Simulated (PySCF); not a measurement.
C2H5NO2Si, SMILES O[Si@@H]1C=NCO1.

Coordinates come from a ωB97X-D3(BJ)/def2-SVP optimisation. The structure was generated by enumeration; whether it is a known compound was not checked. One conformer was computed; it need not be the lowest.

Calculation: ωB97X-D3(BJ)/def2-SVP (PySCF).

Frequencies are harmonic and unscaled.

Estimate the vibrational spectrum. (Estimate from the structure and the level; the computed values follow.)


| mode | ν (cm⁻¹) | IR (km/mol) | Raman (Å⁴/amu) | depolarisation | moving atoms (share of kinetic energy) |
|---|---|---|---|---|---|
| 1 | 132 | 1.3 | 1.7 | 0.74 | O 50 %, H 20 %, C 14 %, N 10 % |
| 2 | 192 | 12.3 | 4.1 | 0.75 | H 45 %, O 24 %, C 17 %, Si 10 % |
| 3 | 295 | 61.7 | 1.2 | 0.56 | H 37 %, O 33 %, N 14 %, Si 12 % |
| 4 | 353 | 114.1 | 0.7 | 0.67 | H 48 %, O 40 % |
| 5 | 436 | 1.1 | 2.7 | 0.45 | C 34 %, N 24 %, H 23 %, O 13 % |
| 6 | 521 | 39.0 | 3.6 | 0.40 | Si 41 %, O 21 %, C 16 %, N 12 %, H 10 % |
| 7 | 683 | 0.5 | 10.2 | 0.61 | C 41 %, N 17 %, Si 14 %, O 14 %, H 13 % |
| 8 | 711 | 12.3 | 5.3 | 0.73 | H 68 %, N 12 %, O 10 % |
| 9 | 777 | 122.0 | 5.8 | 0.05 | H 41 %, O 41 %, C 12 % |
| 10 | 813 | 38.6 | 7.4 | 0.14 | H 52 %, O 27 %, Si 15 % |
| 11 | 867 | 48.0 | 3.0 | 0.74 | H 38 %, N 20 %, C 20 %, Si 14 %, O 8 % |
| 12 | 888 | 57.4 | 1.6 | 0.51 | H 65 %, C 18 % |
| 13 | 918 | 90.6 | 7.6 | 0.75 | H 82 %, O 13 % |
| 14 | 959 | 233.5 | 1.6 | 0.60 | Si 46 %, O 35 %, H 16 % |
| 15 | 995 | 45.2 | 1.5 | 0.43 | C 59 %, N 19 %, H 19 % |
| 16 | 1089 | 12.4 | 0.4 | 0.74 | H 60 %, C 31 % |
| 17 | 1124 | 232.6 | 1.3 | 0.70 | C 49 %, O 43 % |
| 18 | 1259 | 0.7 | 7.3 | 0.75 | H 95 % |
| 19 | 1321 | 4.5 | 5.7 | 0.48 | H 73 %, C 14 %, N 11 % |
| 20 | 1381 | 14.4 | 11.9 | 0.66 | H 75 %, C 19 % |
| 21 | 1484 | 4.6 | 30.0 | 0.52 | H 92 % |
| 22 | 1715 | 2.4 | 15.4 | 0.23 | C 50 %, N 47 % |
| 23 | 2335 | 130.0 | 140.8 | 0.21 | H 97 % |
| 24 | 3076 | 42.0 | 202.3 | 0.11 | H 95 % |
| 25 | 3130 | 17.5 | 126.3 | 0.75 | H 90 %, C 10 % |
| 26 | 3162 | 13.9 | 144.8 | 0.31 | H 92 %, C 8 % |
| 27 | 3932 | 104.5 | 72.5 | 0.28 | H 94 % |
